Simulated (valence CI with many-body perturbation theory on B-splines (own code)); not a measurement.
Kr²²⁺: calculated level list

Calculated by configuration interaction combined with many-body perturbation theory (CI+MBPT): four valence electrons over a frozen Dirac-Fock core [Ne], radial functions for each j: 11 s, 11 p, 10 d, 8 f, 5 g, 2 h, with the one-electron correlation potential Σ1 (screened to all orders), the two-electron term Σ2, the three-electron term Σ3, Breit, model QED; selected single and double excitations, second order for the rest, scaled by the run's own slope (own B-spline code, finite nucleus).

No measured spectrum was set against this ion. As an estimate, levels of excited configurations hold to 0.05 to 0.15 % of their energy, terms of the ground configuration to about 0.5 %. Among the levels kept, up to 780 cm⁻¹ of a level comes from second order outside the variational space, and about a tenth of that is noise between levels of different J, which matters for small intervals.

Levels 1 to 45 of 173, with energies above the lowest level, 3s2.3p2 3P_0. "Leading %" is the weight of the configuration and term that name the level; weights of strongly mixed levels are sums over their largest components and can fall short. In the jj column 3d3/2^4 stands for four electrons in 3d with j = 3/2.

```tsv
No.	Configuration	Term	J	E (cm⁻¹)	Leading %	g	Leading jj	Second component
1	3s2.3p2	3P	0	0	84		3s^2 3p1/2^2 (93 %)	14 % 3s2.3p2 1S
2	3s2.3p2	3P	1	68341	98	1.499	3s^2 3p1/2 3p3/2 (98 %)	
3	3s2.3p2	3P	2	94468	58	1.296	3s^2 3p1/2 3p3/2 (91 %)	39 % 3s2.3p2 1D
4	3s2.3p2	1D	2	185570	58	1.200	3s^2 3p3/2^2 (90 %)	39 % 3s2.3p2 3P
5	3s2.3p2	1S	0	255010	83		3s^2 3p3/2^2 (92 %)	14 % 3s2.3p2 3P
6	3s.3p3	5S°	2	467900	87	1.931	3s 3p1/2^2 3p3/2 (53 %)	10 % 3s.3p3 3P°
7	3s.3p3	3D°	1	574270	68	0.697	3s 3p1/2^2 3p3/2 (57 %)	14 % 3s.3p3 3P°
8	3s.3p3	3D°	2	583390	66	1.274	3s 3p1/2 3p3/2^2 (62 %)	14 % 3s.3p3 3P°
9	3s.3p3	3D°	3	610070	88	1.331	3s 3p1/2 3p3/2^2 (88 %)	10 % 3s2.3p.3d 3D°
10	3s.3p3	3P°	0	672140	90		3s 3p1/2 3p3/2^2 (90 %)	9 % 3s2.3p.3d 3P°
11	3s.3p3	3P°	2	679420	27	1.215	3s 3p1/2 3p3/2^2 (42 %)	26 % 3s.3p3 1D°
12	3s.3p3	3P°	1	681110	70	1.349	3s 3p1/2 3p3/2^2 (68 %)	14 % 3s.3p3 3D°
13	3s.3p3	3P°	2	742860	33	1.166	3s 3p3/2^3 (49 %)	26 % 3s2.3p.3d 1D°
14	3s2.3p.3d	3F°	2	785970	77	0.756	3s^2 3p1/2 3d3/2 (52 %)	14 % 3s.3p3 1D°
15	3s.3p3	3S°	1	786200	57	1.602	3s 3p1/2 3p3/2^2 (64 %)	32 % 3s.3p3 1P°
16	3s2.3p.3d	3F°	3	813250	91	1.090	3s^2 3p1/2 3d5/2 (66 %)	
17	3s2.3p.3d	3P°	2	872960	49	1.301	3s^2 3p1/2 3d5/2 (74 %)	19 % 3s2.3p.3d 3D°
18	3s2.3p.3d	3F°	4	875030	98	1.248	3s^2 3p3/2 3d5/2 (98 %)	
19	3s2.3p.3d	3P°	1	875550	22	1.130	3s^2 3p1/2 3d3/2 (51 %)	21 % 3s.3p3 1P°
20	3s2.3p.3d	3D°	1	889560	42	1.011	3s^2 3p1/2 3d3/2 (29 %)	28 % 3s.3p3 1P°
21	3s2.3p.3d	3D°	2	938810	38	1.057	3s^2 3p3/2 3d3/2 (60 %)	30 % 3s2.3p.3d 1D°
22	3s2.3p.3d	3P°	0	945990	89		3s^2 3p3/2 3d3/2 (89 %)	9 % 3s.3p3 3P°
23	3s2.3p.3d	3D°	3	950720	76	1.292	3s^2 3p3/2 3d5/2 (40 %)	9 % 3s.3p3 3D°
24	3s2.3p.3d	3P°	1	956600	59	1.220	3s^2 3p3/2 3d3/2 (70 %)	22 % 3s2.3p.3d 3D°
25	3s2.3p.3d	3P°	2	969100	38	1.288	3s^2 3p3/2 3d5/2 (61 %)	27 % 3s2.3p.3d 3D°
26	3s2.3p.3d	1F°	3	1027300	88	1.029	3s^2 3p3/2 3d5/2 (51 %)	8 % 3s2.3p.3d 3D°
27	3s2.3p.3d	1P°	1	1058500	77	0.976	3s^2 3p3/2 3d5/2 (69 %)	11 % 3s.3p3 1P°
28	3p4	3P	2	1133700	44	1.382	3p1/2^2 3p3/2^2 (57 %)	27 % 3s.3p2.3d 3P
29	3s.3p2.3d	5F	1	1159100	85	0.149	3s 3p1/2^2 3d3/2 (61 %)	6 % 3s.3p2.3d 5D
30	3s.3p2.3d	5F	2	1172500	78	1.080	3s 3p1/2 3p3/2 3d3/2 (33 %)	12 % 3s.3p2.3d 5D
31	3s.3p2.3d	5F	3	1192400	72	1.311	3s 3p1/2^2 3d5/2 (39 %)	21 % 3s.3p2.3d 5D
32	3p4	3P	0	1196000	41		3p1/2^2 3p3/2^2 (46 %)	27 % 3s.3p2.3d 3P
33	3p4	3P	1	1204400	40	1.417	3p1/2 3p3/2^3 (40 %)	37 % 3s.3p2.3d 3P
34	3p4	1D	2	1224100	34	1.151	3s 3p1/2 3p3/2 3d3/2 (38 %)	16 % 3s.3p2.3d 1D
35	3s.3p2.3d	5F	4	1226100	84	1.364	3s 3p1/2 3p3/2 3d5/2 (76 %)	14 % 3s.3p2.3d 5D
36	3s.3p2.3d	5D	0	1232300	86		3s 3p1/2 3p3/2 3d3/2 (73 %)	6 % 3p4 3P
37	3s.3p2.3d	5D	3	1238100	45	1.357	3s 3p1/2 3p3/2 3d3/2 (51 %)	20 % 3s.3p2.3d 5F
38	3s.3p2.3d	5D	1	1238400	75	1.458	3s 3p1/2 3p3/2 3d3/2 (48 %)	14 % 3p4 3P
39	3s.3p2.3d	5D	2	1238800	47	1.283	3s 3p1/2 3p3/2 3d3/2 (37 %)	13 % 3p4 1D
40	3s.3p2.3d	5D	4	1256300	57	1.395	3s 3p1/2 3p3/2 3d5/2 (51 %)	30 % 3s.3p2.3d 3F
41	3s.3p2.3d	5F	5	1259600	92	1.383	3s 3p1/2 3p3/2 3d5/2 (61 %)	8 % 3s.3p2.3d 3G
42	3s.3p2.3d	3F	2	1266200	77	0.792	3s 3p1/2 3p3/2 3d5/2 (40 %)	10 % 3s.3p2.3d 5D
43	3s.3p2.3d	3F	3	1292300	62	1.238	3s 3p1/2 3p3/2 3d5/2 (57 %)	21 % 3s.3p2.3d 5P
44	3s.3p2.3d	5P	3	1314500	59	1.546	3s 3p1/2 3p3/2 3d5/2 (45 %)	23 % 3s.3p2.3d 5D
45	3s.3p2.3d	5P	2	1323300	81	1.762	3s 3p1/2 3p3/2 3d3/2 (40 %)	8 % 3s.3p2.3d 3P
```

Names give the largest LS component (configuration and term), which can be under half, so a name can repeat, a term be missing and a line seem to break the LS rules; names also repeat where a configuration has a term twice.

The ionisation energy to 3s2.3p 2P°_1/2 of the next ion comes out as 997.94 eV (NIST: 999 ± 2.4 eV (semi-empirical)). All 173 levels together are meant to be complete up to 2193300 cm⁻¹.
